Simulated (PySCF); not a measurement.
## TDDFT excited states: C3H4N3PSi

Species: C3H4N3PSi.
SMILES: `N#Cc1nn([SiH3])cp1`

The calculation used TDDFT PBE0/def2-SVPD, vertical, gas phase, core orbitals frozen in the response (PySCF 2.14.0, density-fitted response routines). Isolated species at its GFN2-xTB geometry, gas phase.

| state | E (eV) | E (hartree) | f | \|μ\| (D) | symmetry | main configurations (H = HOMO, L = LUMO) |
| --- | --- | --- | --- | --- | --- | --- |
| S1 | 5.22 | 0.1919 | 0.068 | 1.85 | A′ | H→L (66%), H→L+1 (22%) |
| S2 | 5.38 | 0.1975 | 0.0001 | 0.07 | – | H-2→L (85%), H-2→L+1 (12%) |
| S3 | 5.58 | 0.2051 | 0.063 | 1.72 | A′ | H→L+1 (50%), H→L (26%), H-1→L (20%) |
| S4 | 5.72 | 0.2100 | 0.0079 | 0.60 | A″ | H-2→L+1 (86%), H-2→L (12%) |
| S5 | 6.13 | 0.2253 | 0.0038 | 0.41 | A″ | H→L+2 (97%) |
| S6 | 6.24 | 0.2293 | 0.225 | 3.08 | A′ | H-1→L+1 (38%), H-1→L (34%), H→L+1 (18%) |
| S7 | 6.41 | 0.2356 | 0.0034 | 0.37 | A″ | H→L+4 (48%), H→L+3 (26%), H-3→L (12%) |
| S8 | 6.45 | 0.2370 | 0.250 | 3.20 | A′ | H-1→L+1 (51%), H-1→L (33%) |

Triplets, Tamm–Dancoff:

| state | E (eV) | λ (nm) | main configurations (H = HOMO, L = LUMO) |
| --- | --- | --- | --- |
| T1 | 3.75 | 330.5 | H→L+1 (50%), H→L (37%), H-1→L+1 (10%) |
| T2 | 4.25 | 291.7 | H→L (49%), H→L+1 (40%), H-1→L (9%) |
| T3 | 4.42 | 280.8 | H-1→L (70%), H-1→L+1 (13%), H→L (12%) |

The lowest singlet comes at 237 nm (504 kJ/mol) in the ultraviolet; it is of moderate strength; its leading configuration is HOMO→LUMO (66%). The strongest level in the table is S8 at 6.45 eV (192 nm, f = 0.250). It is the last of those listed, so stronger ones may follow. Löwdin shares by element: HOMO phosphorus 37%, carbon 32% or more, nitrogen 12% or more (atoms not listed hold the other 19%); LUMO nitrogen 34% or more, phosphorus 21%, carbon 19% or more (atoms not listed hold the other 25%). Weighted by f, the mean energy of these states is 6.14 eV. The listed states span 1.23 eV, and the widest gap between neighbours is 0.41 eV (S4 to S5). Of the 8 states listed, 4 reach f = 0.01 and 1 stays under 0.0005. Symmetry labels in Cs follow from the direction of the transition dipole and are given only for states with f of 0.002 or more. Singlets were solved by full linear response, triplets in the Tamm–Dancoff approximation.
